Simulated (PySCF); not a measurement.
## Converging BBr in the basis (MP2)

PySCF, RHF reference; singlet, unpaired electrons none; De to B + Br without counterpoise correction. Frozen cores follow the default of each basis and core potential.

| basis | relativity | functions | Re (Å) | ωe (cm⁻¹) | De (eV) | frozen orbitals |
| --- | --- | --- | --- | --- | --- | --- |
| cc-pVDZ/cc-pVDZ-PP | scalar-relativistic core potentials | 37 | 1.899 | 713 | 4.34 | 5 |
| jorge-DZP-DKH | spin-free X2C | 58 | 1.845 | 756 | 4.26 | 10 |
| def2-TZVPP | no relativity | 79 | 1.881 | 710 | 4.62 | 10 |
| def2-TZVPPD | no relativity | 94 | 1.881 | 709 | 4.63 | 10 |

**Question.** How does each smaller set differ from the one with most functions, def2-TZVPPD?

**Answer.** cc-pVDZ/cc-pVDZ-PP: +1.8 pm, +0.6 % in ωe, -0.29 eV in De; jorge-DZP-DKH: -3.6 pm, +6.6 % in ωe, -0.37 eV in De; def2-TZVPP: +0.0 pm, +0.1 % in ωe, -0.01 eV in De. All at MP2; the set with most functions is neither the basis-set limit nor always the best. The rows treat relativity differently, so the differences are not basis effects alone.

Correlated steps freeze the inner cores (5 to 10 orbitals); shallow outer-core shells are correlated. Correlated levels converge slowly with the basis: in double zeta they bind strong bonds too weakly, by up to about 1 eV, and carry superposition errors of some tenths. Where the molecule has an RHF reference, its open-shell atoms are computed with UHF.
